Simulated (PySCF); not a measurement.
Species: C₇H₅NO.
SMILES with atom numbers: `[N:1]#[C:2][O:3][c:4]1[cH:5][cH:6][cH:7][cH:8][cH:9]1` (hydrogens: H10 on C5; H11 on C6; H12 on C7; H13 on C8; H14 on C9)

The same species was optimised twice, with GFN2-xTB and with PBE0-D3(BJ)/def2-SVP (PySCF), and the same property calculations (PySCF, gas phase) were run on both structures.

```
     coordinate  GFN2-xTB  PBE0-D3(BJ)/def2-SVP  change
      N1≡C2 (Å)     1.144                 1.161  +0.017
      C2–O3 (Å)     1.271                 1.282  +0.011
      C8–C9 (Å)     1.384                 1.395  +0.011
      C6–C7 (Å)     1.386                 1.395  +0.009
      C5–C6 (Å)     1.383                 1.392  +0.009
      C7–C8 (Å)     1.384                 1.393  +0.009
      O3–C4 (Å)     1.390                 1.397  +0.007
      C4–C9 (Å)     1.386                 1.389  +0.003
      C4–C5 (Å)     1.387                 1.389  +0.002
   C2–O3–C4 (°)     121.1                 119.6    -1.5
   N1–C2–O3 (°)     176.6                 177.9    +1.3
   C5–C4–C9 (°)     121.3                 122.4    +1.1
   O3–C4–C5 (°)     116.3                 115.6    -0.7
   C4–C9–C8 (°)     118.9                 118.2    -0.7
   C4–C5–C6 (°)     119.0                 118.6    -0.4
   O3–C4–C9 (°)     122.4                 122.1    -0.3
   C7–C8–C9 (°)     120.4                 120.7    +0.3
C2–O3–C4–C5 (°)       180                  -178      +2
```

Rotational constants: A = 4855, B = 1108, C = 902.1 MHz (GFN2-xTB) against A = 4745, B = 1111, C = 900.5 MHz (PBE0-D3(BJ)/def2-SVP).

On the GFN2-xTB structure: HOMO (eV) -7.60 [PBE0/pcSseg-1]; LUMO (eV) -0.94 [PBE0/pcSseg-1]; dipole (D) 4.58 [PBE0/pcSseg-1]; GIAO shielding of N1 (ppm) 56.1 [PBE0/pcSseg-1]; GIAO shielding of C2 (ppm) 74.6 [PBE0/pcSseg-1]; GIAO shielding of O3 (ppm) 226.5 [PBE0/pcSseg-1]; GIAO shielding of C4 (ppm) 27.3 [PBE0/pcSseg-1]; GIAO shielding of C5/C9 (mean) (ppm) 66.3 [PBE0/pcSseg-1]; GIAO shielding of C6/C8 (mean) (ppm) 51.1 [PBE0/pcSseg-1]; GIAO shielding of C7 (ppm) 55.6 [PBE0/pcSseg-1].

Task: What do these properties become on the PBE0-D3(BJ)/def2-SVP structure?

Result: 
```tsv
property	level	on GFN2-xTB	on PBE0-D3(BJ)/def2-SVP	change
HOMO (eV)	PBE0/pcSseg-1	-7.60	-7.60	0.00
LUMO (eV)	PBE0/pcSseg-1	-0.94	-1.01	-0.07
dipole (D)	PBE0/pcSseg-1	4.58	4.54	-0.04
energy, GFN2-xTB geometry as zero (kcal/mol)	PBE0/pcSseg-1	0.0	-0.5	-0.5
GIAO shielding of N1 (ppm)	PBE0/pcSseg-1	56.1	49.1	-7.0
GIAO shielding of C2 (ppm)	PBE0/pcSseg-1	74.6	72.1	-2.5
GIAO shielding of O3 (ppm)	PBE0/pcSseg-1	226.5	215.7	-10.8
GIAO shielding of C4 (ppm)	PBE0/pcSseg-1	27.3	26.5	-0.8
GIAO shielding of C5/C9 (mean) (ppm)	PBE0/pcSseg-1	66.3	64.8	-1.5
GIAO shielding of C6/C8 (mean) (ppm)	PBE0/pcSseg-1	51.1	48.3	-2.8
GIAO shielding of C7 (ppm)	PBE0/pcSseg-1	55.6	53.1	-2.5
```

The heavy atoms differ by 0.022 Å rms after alignment. Among bonds between heavy atoms N1≡C2 changes most (+0.017 Å). Changes are differences of the printed values. Neither structure is proved a minimum here.

The values belong to the conformer `[N:1]#[C:2][O:3][c:4]1[cH:5][cH:6][cH:7][cH:8][cH:9]1`: C2–O3–C4–C5 -178°.
